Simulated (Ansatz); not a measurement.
Cu(PH3)Cl (CuPH₃Cl) was relaxed with PBE-D4 (def2-TZVP) in Ansatz in these states: charge +1 doublet, neutral singlet. The geometries follow in no particular order.

A:

| atom | x (Å) | y (Å) | z (Å) |
| --- | --- | --- | --- |
| Cu1 | -0.781 | 1.107 | -0.677 |
| P2 | 0.530 | -0.548 | 0.108 |
| H3 | -0.151 | -1.741 | 0.443 |
| H4 | 1.245 | -0.235 | 1.287 |
| H5 | 1.544 | -0.993 | -0.776 |
| Cl6 | -2.388 | 2.410 | -0.385 |

B:

```tsv
atom	x (Å)	y (Å)	z (Å)
Cu1	-0.385	0.580	-1.248
P2	0.191	-0.289	0.621
H3	1.116	-1.368	0.637
H4	-0.799	-0.873	1.458
H5	0.822	0.520	1.605
Cl6	-0.945	1.430	-3.072
```

Judge from the bond lengths which geometry belongs to which state (an estimate).

A is the charge +1 doublet (Cu1–P2 2.252 Å, P2–H3 1.414 Å, P2–H4 1.414 Å); B is the neutral singlet (Cu1–P2 2.141 Å, P2–H3 1.421 Å, P2–H4 1.421 Å).
